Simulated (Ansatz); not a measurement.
Reaction (formal exchange of groups at the Si–Sn bond): `ClC[SiH2][SnH3]` + `C#C` → `C#C[SiH2]CCl` + `[SnH4]`

Gas-phase electronic energies from Ansatz, PBE0-D4/def2-TZVP geometries. CCSD(T)/CBS adds triple-zeta CCSD(T) − MP2 to the extrapolated MP2 energy (def2 sets, frozen cores). This one scheme is used for every species. DFT in def2-TZVPP. B3LYP here is the variant with VWN-RPA as its local correlation; programs differ in this. Elements past krypton have def2 core potentials. For Sn outer-core shells are correlated without core-valence functions, which leaves a few kJ/mol of doubt a bond. Each species was taken in one conformer, which may not be the lowest.

CCSD(T)/CBS gives -0.05 eV.

Problem. Another level gave -0.11 eV. Which?
A. PBE0-D4/def2-TZVPP
B. B3LYP-D4/def2-TZVPP
C. SCS-MP2/def2-TZVPP
D. HF/def2-TZVPP

Solution. B. B3LYP-D4 -0.11, PBE0-D4 -0.05, HF/def2-TZVPP -0.25, SCS-MP2/def2-TZVPP -0.18 eV.

Largest T1 diagnostic among the species: 0.013.

In def2-TZVPP, CCSD(T) changes the Hartree–Fock value by +0.12 eV (the triples alone add +0.01 eV) and MP2 by +0.11 eV. The D4 term adds +0.04 eV with B3LYP and +0.02 eV with PBE0; it sums over pairs of atoms, weighted by their polarisabilities, and B3LYP, whose exchange is more repulsive, gets the larger term.
